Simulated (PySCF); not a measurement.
## Two-photon absorption: `O/C=C/c1ncncn1`, C5H5N3O

Molfile (atoms numbered from 1):
```
C5H5N3O
     RDKit          3D

 14 14  0  0  0  0  0  0  0  0999 V2000
    3.3441   -0.7611    0.2983 O   0  0  0  0  0  0  0  0  0  0  0  0
    2.0161   -0.7396    0.2975 C   0  0  0  0  0  0  0  0  0  0  0  0
    1.2329    0.3047   -0.0404 C   0  0  0  0  0  0  0  0  0  0  0  0
   -0.2134    0.2225   -0.0072 C   0  0  0  0  0  0  0  0  0  0  0  0
   -0.9022    1.3188   -0.3635 N   0  0  0  0  0  0  0  0  0  0  0  0
   -2.2203    1.1969   -0.3176 C   0  0  0  0  0  0  0  0  0  0  0  0
   -2.8960    0.1090    0.0418 N   0  0  0  0  0  0  0  0  0  0  0  0
   -2.1183   -0.9200    0.3759 C   0  0  0  0  0  0  0  0  0  0  0  0
   -0.7973   -0.9284    0.3729 N   0  0  0  0  0  0  0  0  0  0  0  0
    3.6860    0.0976    0.0159 H   0  0  0  0  0  0  0  0  0  0  0  0
    1.5725   -1.6896    0.6101 H   0  0  0  0  0  0  0  0  0  0  0  0
    1.6521    1.2640   -0.3560 H   0  0  0  0  0  0  0  0  0  0  0  0
   -2.8101    2.0775   -0.6040 H   0  0  0  0  0  0  0  0  0  0  0  0
   -2.6220   -1.8463    0.6819 H   0  0  0  0  0  0  0  0  0  0  0  0
  1  2  1  0
  2  3  2  0
  3  4  1  0
  4  5  2  0
  5  6  1  0
  6  7  2  0
  7  8  1  0
  8  9  2  0
  9  4  1  0
  1 10  1  0
  2 11  1  0
  3 12  1  0
  6 13  1  0
  8 14  1  0
M  END
```

Level of theory: TDDFT CAM-B3LYP/aug-cc-pVDZ excited states, vertical, gas phase (PySCF 2.14.0). Geometry: PBE0-D3(BJ)/def2-SVP.

Give the one- and two-photon strengths of the lowest singlets.

δ for parallel linear polarisation; σ at the peak of a Lorentzian of half width 0.1 eV, single beam; Ω is circular over linear.
| state | E (eV) | f | photon λ (nm) | δ (au) | σ (GM) | Ω | main |
| --- | --- | --- | --- | --- | --- | --- | --- |
| S1 | 4.61 | 0.001 | 538 | <0.1 | 0.00 | – | HOMO−1→LUMO 0.94 |
| S2 | 4.83 | 0.003 | 513 | 2.12 | 0.02 | 1.50 | HOMO−2→LUMO 0.65, HOMO−2→LUMO+1 0.29 |
| S3 | 4.88 | 0.003 | 508 | 1.77 | 0.01 | 1.50 | HOMO−1→LUMO+1 0.93 |
| S4 | 4.96 | 0.365 | 500 | 350 | 3.16 | 0.73 | HOMO→LUMO 0.89 |
| S5 | 5.00 | 0.004 | 495 | 2.91 | 0.03 | 1.50 | HOMO−2→LUMO+1 0.67, HOMO−2→LUMO 0.26 |
| S6 | 5.32 | 0.175 | 466 | 208 | 2.15 | 0.71 | HOMO→LUMO+1 0.81, HOMO→LUMO 0.09 |

Among these, the strongest one-photon state is S4, the strongest two-photon state S4, with a dipole change of 3.6 D (relaxed, norm of the difference vector).
